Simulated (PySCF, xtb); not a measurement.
C₃H₄BF₃, SMILES C/C(F)=C\B(F)F. Other conformers were not sampled.

Harmonic wavenumbers (cm⁻¹) from GFN2-xTB in xtb at its own minimum, in rising order: 57, 114, 152, 154, 297, 341, 445, 475, 535, 538, 792, 870, 908, 1010, 1024, 1129, 1259, 1277, 1336, 1392, 1436, 1448, 1674, 3004, 3020, 3079, 3107.

What does PySCF with PBE-D3(BJ)/def2-SVP give at its own minimum? (An estimate is asked for; the answer gives what the named calculation found.)

65, 148, 170, 180, 316, 361, 467, 502, 568, 640, 797, 850, 894, 981, 1012, 1118, 1263, 1342, 1356, 1378, 1398, 1401, 1678, 2979, 3050, 3116, 3135. Paired by order, the mean absolute difference is 26 cm⁻¹ and the zero-point energies are 44.1 and 44.6 kcal/mol.
